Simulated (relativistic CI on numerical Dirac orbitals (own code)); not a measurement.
Ru6+: L2,3 absorption edge

Computed with this model: Dirac-Coulomb-Breit CI, KLI orbitals optimised for each configuration, model QED (radiative potential, 1s self-energy scaled to tabulated hydrogen-like ionisation energies), valence Slater integrals scaled by 0.8, multiplet model of core-to-valence dipole absorption; configurations [Kr] 4d2 → [He] 2s2 2p5 3s2 3p6 3d10 4s2 4p6 4d3; 300 K; Lorentzian 2.4 eV and Gaussian 0.5 eV FWHM. Energies are those of the free ion, without screening or charge transfer. The branching ratio is the share of the lower-energy edge in the whole absorption, uncertain by about 0.02 where the edges overlap. S is read from ⟨S²⟩ = S(S + 1).

Field parameters in Wybourne normalisation: Oh B⁴₀ = 21Dq, B⁴₄ = √(5/14) B⁴₀. The field is a parameter set, without covalency.

Peaks in eV (height, largest 100): 2852.5 (100), 2979.5 (19), 2981.2 (19).

Task: Which surroundings give this spectrum?
A. Oh, 10Dq = 40650 cm⁻¹
B. Oh, 10Dq = 19250 cm⁻¹
C. Oh, 10Dq = 29950 cm⁻¹
D. free ion

Result: D. free ion, where the ground state has S = 0.98.
